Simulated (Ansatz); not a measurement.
One geometry of the cluster Be₃Br₄⁺, several levels of theory.

```yaml
crystal:
  periodic: [false, false, false]
  atoms:
    - {symbol: Be, position_ang: [-1.228965, 0.208021, -0.127175]}
    - {symbol: Be, position_ang: [0.422134, -1.165539, 0.183288]}
    - {symbol: Be, position_ang: [0.801915, 0.962915, -0.004845]}
    - {symbol: Br, position_ang: [-0.195666, 0.207081, 1.957404]}
    - {symbol: Br, position_ang: [2.346815, -0.453925, -0.401252]}
    - {symbol: Br, position_ang: [-1.425719, -1.856053, -0.629744]}
    - {symbol: Br, position_ang: [-0.720524, 2.097501, -0.977677]}
basis:
  gaussian: {orbitals: def2-SVP, initial_orbitals: start.molden}
total_charge: 1
magnetization: {spin_polarized: true, initial_magnetization: 1}
hamiltonian: {xc: pbe, dispersion: d4}
scf: {omitted_lower_state_checks: [starts]}
output: {orbitals: {seedname: orbitals}}
```

The file start.molden holds the orbitals of an earlier run on this structure, at another level or in another basis.

```sh
$ ansatz run in.yaml --threads 4 --pin off --events-out ev --progress --plain --max-ram 4787MiB
```

Output, abridged:

```
Functional definition: PBE
1782 factors; their error is unknown
mean field evaluation 1: about -281308.9428 eV, gradient 1.2e1 eV
mean field evaluation 2: about -281309.2985 eV, gradient 3.7e-1 eV
mean field evaluation 4: about -281309.0718 eV, gradient 7.1e-2 eV
mean field -281309.07180601 eV, -10337.9177107337 hartree, gradient 4.2e-5 eV, S^2 0.752734; 0 other end points of the search recorded, 0 dependent functions left out
reference -281309.07185553 eV, -10337.9177125533 hartree; 76, 75 occupied and 79, 80 virtual orbitals, 1782 factors
Total energy: -281309.45008272 eV, -10337.9316121461 hartree
Checks for a lower state left out: starts
```

Hardware: 4 threads of Intel Xeon on a shared host. Wall time 5.5 s.

The first input with `gaussian: {orbitals: def2-TZVP, initial_orbitals: start.molden}`, `hamiltonian: {xc: pbe}`, `correlation: {method: rpa}` and without the key `output` (abridged; 20 s):

```
Functional definition: PBE
mean field -281344.52718206 eV, -10339.2206717709 hartree, gradient 4.6e-6 eV, S^2 0.753259
36 core orbitals not correlated: weight in the atoms' cores, before any rotation towards them, 1.000 or more for the frozen orbitals, at most 0.000 for the correlated occupied ones
Total energy: -281242.80891456 eV, -10335.4825943872 hartree
Checks for a lower state left out: starts
```

The first input with `gaussian: {orbitals: def2-TZVP, initial_orbitals: start.molden}`, `hamiltonian: {xc: pbe0, dispersion: d4}` (abridged; 35 s):

```
Functional definition: PBE0
mean field -281354.73410103 eV, -10339.5957691244 hartree, gradient 1.8e-5 eV, S^2 0.753618
Total energy: -281355.06418215 eV, -10339.6078993819 hartree
Checks for a lower state left out: starts
```

As the first input, with `gaussian: {orbitals: def2-TZVP, initial_orbitals: start.molden}`, `hamiltonian: {xc: r2scan, dispersion: d4}` (abridged; 32 s):

```
Functional definition: r2SCAN
mean field -281386.92444717 eV, -10340.7787425256 hartree, gradient 1.2e-5 eV, S^2 0.756232
Total energy: -281387.00735572 eV, -10340.7817893586 hartree
Checks for a lower state left out: starts
```

As the first input, with `gaussian: {orbitals: def2-TZVP, initial_orbitals: start.molden}`, `correlation: {method: mp2}` and without the key `hamiltonian` (abridged; 28 s):

```
Functional definition: HF
mean field -281190.91304543 eV, -10333.5754563732 hartree, gradient 3.4e-6 eV, S^2 0.757721
36 core orbitals not correlated: weight in the atoms' cores, before any rotation towards them, 1.000 or more for the frozen orbitals, at most 0.000 for the correlated occupied ones
second order -35.52660357 eV of doubles, -0.00000000 eV of singles
Total energy: -281226.43964900 eV, -10334.8810349734 hartree
Checks for a lower state left out: starts
```

First input, but with `gaussian: {orbitals: def2-TZVP, initial_orbitals: start.molden}`, `hamiltonian: {xc: {name: B2PLYP}}` and without the key `output` (abridged; 43 s):

```
Functional definition: B2PLYP
mean field -281334.81314240 eV, -10338.8636873977 hartree, gradient 3.1e-6 eV, S^2 0.754048
36 core orbitals not correlated: weight in the atoms' cores, before any rotation towards them, 1.000 or more for the frozen orbitals, at most 0.000 for the correlated occupied ones
second order -42.13891167 eV of doubles, -0.00000000 eV of singles
Total energy: -281346.19082711 eV, -10339.2818095987 hartree
Checks for a lower state left out: starts
```

First input, but with `gaussian: {orbitals: def2-TZVP, initial_orbitals: start.molden}`, `output: {forces: true, orbitals: {seedname: orbitals}}` (abridged; 14 s):

```
Functional definition: PBE
mean field -281344.52721235 eV, -10339.2206728840 hartree, gradient 4.0e-5 eV, S^2 0.753259
Total energy: -281344.90548664 eV, -10339.2345742077 hartree
Atom 0 force     0.189896    -0.024104     0.108841 eV/Å
Atom 1 force    -0.076689     0.197451     0.058828 eV/Å
Atom 2 force    -0.138281    -0.145939     0.090331 eV/Å
Atom 3 force     0.022064    -0.023238    -0.221146 eV/Å
Atom 4 force    -0.100371     0.015247    -0.024337 eV/Å
Atom 5 force     0.067733     0.078484    -0.013809 eV/Å
Atom 6 force     0.035646    -0.097901     0.001292 eV/Å
Dipole moment:    -0.005832     0.006575     0.060826 e Å
Checks for a lower state left out: starts
```

Geometry: PBE0-D4/def2-SVP.

Correlated methods freeze 36 core orbitals; core or outer-core shells of Br are correlated, in sets that lack core-valence functions. The structure comes from a short search, and lower isomers may exist.
